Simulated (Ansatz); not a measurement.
Harmonic frequencies (cm⁻¹) at PBE0-D4/def2-TZVP from Ansatz: 132, 142, 218, 257, 328, 417, 557, 598, 630, 821, 869, 923, 948, 1167, 1206, 1255, 1276, 1337, 1409, 1715, 1782, 3226, 3233, 3247.

Each molecule was computed in one conformer, which needn't be the lowest.

Task: Which molecule is it?
A. `F/C=C\C=C(F)F`
B. `FCC#CC(F)F`
C. `F/C=C/C(F)=C\F`
D. `CC#CC(F)(F)F`

Result: C.
